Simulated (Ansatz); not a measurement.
`[F][Sc]([F])[Cl]` + HCl → `[F][Sc]([Cl])[Cl]` + H–F  (ligand exchange at the Sc–F bond)

Computed with Ansatz on PBE0-D4/def2-TZVP structures; ΔE is electronic, products minus reactants. CBS: MP2 limit from def2 TZ/QZ plus the TZ coupled-cluster correction, frozen cores. This one scheme is used for every species. DFT in def2-TZVPP. HSE06 is defined as in plane-wave codes. For Sc outer-core shells are correlated without core-valence functions, which leaves a few kJ/mol of doubt a bond. Scalar relativity is left out up to krypton.

Task: Is it downhill or uphill in electronic energy at CCSD(T)/CBS, and by how much? (Best estimate.)

Result: Computed: Uphill: ΔE = +1.3 kcal/mol.

Task: What do these levels give: HSE06-D4, ωB97M-V, PBE-QIDH, RPA@PBE/def2-TZVPP, CCSD(T)/def2-TZVPP, MP2/CBS(def2)? (Best estimate.)

Result: The calculation gave: HSE06-D4 2.2, ωB97M-V 3.7, PBE-QIDH 1.8, RPA@PBE/def2-TZVPP 3.2, CCSD(T)/def2-TZVPP 2.4, MP2/CBS(def2) 0.6 kcal/mol.

Largest T1 diagnostic among the species: 0.016.

From BLYP to BHLYP (50 % exact exchange), in def2-TZVPP and without D4, ΔE moves by −2.8 kcal/mol. The D4 term adds −0.8 kcal/mol with B3LYP and −0.4 kcal/mol with PBE0; it sums over pairs of atoms, weighted by their polarisabilities, and B3LYP, whose exchange is more repulsive, gets the larger term.

B3LYP here is the variant with VWN-RPA as its local correlation; programs differ in this.
